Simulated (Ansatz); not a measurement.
`FC(F)(F)c1ccc(-c2ccc(-c3ccc(-c4ccc(-c5ccc(-c6ccc(C(F)(F)F)s6)s5)s4)s3)s2)s1`. Charge 0, multiplicity 3. Geometry PBE-D4/def2-SVP, that of the neutral singlet; atoms count from 1.

Cartesian coordinates in Å:
```
F 12.196 3.683 -0.976
C 11.557 4.262 0.072
F 12.346 4.126 1.162
F 11.472 5.586 -0.213
C 10.213 3.652 0.316
C 9.773 3.027 1.470
C 8.438 2.560 1.364
C 7.856 2.830 0.124
C 6.531 2.512 -0.350
C 5.953 2.773 -1.594
C 4.622 2.311 -1.706
C 4.151 1.684 -0.549
C 2.862 1.094 -0.299
C 2.375 0.483 0.860
C 1.048 0.013 0.736
C 0.487 0.252 -0.522
C -0.821 -0.083 -1.020
C -1.356 0.127 -2.294
C -2.683 -0.333 -2.434
C -3.198 -0.910 -1.269
C -4.505 -1.482 -1.069
C -5.459 -1.809 -2.038
C -6.648 -2.344 -1.497
C -6.634 -2.444 -0.104
C -7.661 -2.937 0.783
C -7.669 -3.000 2.177
C -8.868 -3.544 2.706
C -9.773 -3.898 1.721
C -11.131 -4.498 1.909
F -11.237 -5.715 1.318
F -11.403 -4.655 3.225
F -12.108 -3.724 1.374
S -9.159 -3.566 0.129
S -5.114 -1.849 0.532
S -1.999 -0.877 0.008
S 1.639 1.077 -1.555
S 5.393 1.677 0.688
S 8.986 3.675 -0.915
H 10.407 2.915 2.359
H 7.904 2.036 2.169
H 6.491 3.290 -2.401
H 4.007 2.428 -2.609
H 2.977 0.383 1.774
H 0.501 -0.497 1.541
H -0.788 0.612 -3.100
H -3.272 -0.236 -3.355
H -5.281 -1.674 -3.113
H -7.508 -2.661 -2.104
H -6.828 -2.653 2.793
H -9.077 -3.677 3.775
```

Single mean-field runs in def2-SVP are fitted with def2-universal-jkfit. At PBE0-D4/def2-SVP a singlet of charge 0 lies 1.66 eV below the triplet at the same geometry.

Estimate the Mulliken populations of the heavy atoms from the PBE0/def2-SVP orbitals of Ansatz.


```
atom  charge (e)  spin (α − β)
  F1       -0.19          0.00
  C2        0.66          0.00
  F3       -0.19          0.00
  F4       -0.19          0.00
  C5       -0.31          0.11
  C6        0.03         -0.06
  C7       -0.03          0.13
  C8       -0.09         -0.09
  C9       -0.07          0.23
 C10       -0.02         -0.11
 C11       -0.02          0.21
 C12       -0.08         -0.08
 C13       -0.07          0.30
 C14       -0.02         -0.03
 C15       -0.02          0.18
 C16       -0.07          0.15
 C17       -0.07          0.13
 C18       -0.02          0.18
 C19        0.00         -0.04
 C20       -0.08          0.30
 C21       -0.09         -0.08
 C22       -0.01          0.20
 C23       -0.02         -0.11
 C24       -0.07          0.23
 C25       -0.09         -0.09
 C26       -0.03          0.13
 C27        0.03         -0.06
 C28       -0.31          0.10
 C29        0.66          0.00
 F30       -0.19          0.00
 F31       -0.19          0.00
 F32       -0.19          0.00
 S33        0.17          0.03
 S34        0.14          0.02
 S35        0.11          0.04
 S36        0.10          0.04
 S37        0.12          0.03
 S38        0.17          0.03
```
Mulliken values depend strongly on the basis.

Where does the spin sit?

Summed by element: F 0.01, C 1.83, S 0.20, H -0.04, of 2 unpaired in all. Largest on single atoms: C13 0.30, C20 0.30, C9 0.23.

And the Mayer bond orders between heavy atoms (over 0.3, the first 40 of 43)?

F1–C2 1.12 (1.36 Å); C2–F3 1.12 (1.35 Å); C2–F4 1.12 (1.36 Å); C2–C5 0.98 (1.50 Å); C5–C6 1.54 (1.38 Å); C5–S38 1.13 (1.74 Å); C6–C7 1.29 (1.42 Å); C7–C8 1.46 (1.40 Å); C8–C9 1.20 (1.44 Å); C8–S38 1.14 (1.75 Å); C9–C10 1.41 (1.40 Å); C9–S37 1.11 (1.75 Å); C10–C11 1.37 (1.41 Å); C11–C12 1.35 (1.40 Å); C12–C13 1.31 (1.44 Å); C12–S37 1.09 (1.75 Å); C13–C14 1.28 (1.40 Å); C13–S36 1.07 (1.75 Å); C14–C15 1.48 (1.41 Å); C15–C16 1.24 (1.40 Å); C16–C17 1.40 (1.44 Å); C16–S36 1.06 (1.75 Å); C17–C18 1.24 (1.40 Å); C17–S35 1.05 (1.75 Å); C18–C19 1.47 (1.41 Å); C19–C20 1.31 (1.40 Å); C20–C21 1.26 (1.44 Å); C20–S35 1.08 (1.75 Å); C21–C22 1.37 (1.40 Å); C21–S34 1.09 (1.75 Å); C22–C23 1.36 (1.41 Å); C23–C24 1.41 (1.40 Å); C24–C25 1.20 (1.44 Å); C24–S34 1.11 (1.75 Å); C25–C26 1.46 (1.40 Å); C25–S33 1.14 (1.75 Å); C26–C27 1.29 (1.42 Å); C27–C28 1.54 (1.38 Å); C28–C29 0.98 (1.50 Å); C28–S33 1.13 (1.74 Å).
